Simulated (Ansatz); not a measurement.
`N#[C][Sn]([F])([F])[F]` + H₂ → `N#[C][SnH]([F])[F]` + H–F  (hydrogenolysis of the Sn–F bond)

Isolated molecules relaxed with PBE0-D4/def2-TZVP in Ansatz; ΔE leaves out vibrations. CCSD(T)/CBS adds triple-zeta CCSD(T) − MP2 to the extrapolated MP2 energy (def2 sets, frozen cores). This one scheme is used for every species. Functionals use def2-TZVPP. B3LYP here is the variant with VWN-RPA as its local correlation; programs differ in this. def2 core potentials past Kr. For Sn outer-core shells are correlated without core-valence functions, which leaves a few kJ/mol of doubt a bond.

```json
{"species": "`N#[C][Sn]([F])([F])[F]`", "B3LYP energy (Eh)": "-606.99537"}
{"species": "H₂", "B3LYP energy (Eh)": "-1.18000"}
{"species": "`N#[C][SnH]([F])[F]`", "B3LYP energy (Eh)": "-507.67971"}
{"species": "H–F", "B3LYP energy (Eh)": "-100.49272"}
```

Work out ΔE.

ΔE = (-507.67971) + (-100.49272) − (-606.99537) − (-1.18000) = 0.00294 Eh = +7.7 kJ/mol. CCSD(T)/CBS gives +9.4 kJ/mol.

Largest T1 diagnostic among the species: 0.015.

From r2SCAN to r2SCAN0 (25 % exact exchange), in def2-TZVPP and without D4, ΔE moves by −11.2 kJ/mol. In def2-TZVPP, CCSD(T) changes the Hartree–Fock value by +4.9 kJ/mol (the triples alone add +4.3 kJ/mol) and MP2 by +7.4 kJ/mol. Leaving LDA and LC-ωPBE aside and taking each functional with its dispersion term where it has one, the values, not all of them listed here, spread over 18.0 kJ/mol, from PBE-QIDH to BLYP-D4. LDA lies −13.6 kJ/mol from PBE without D4.
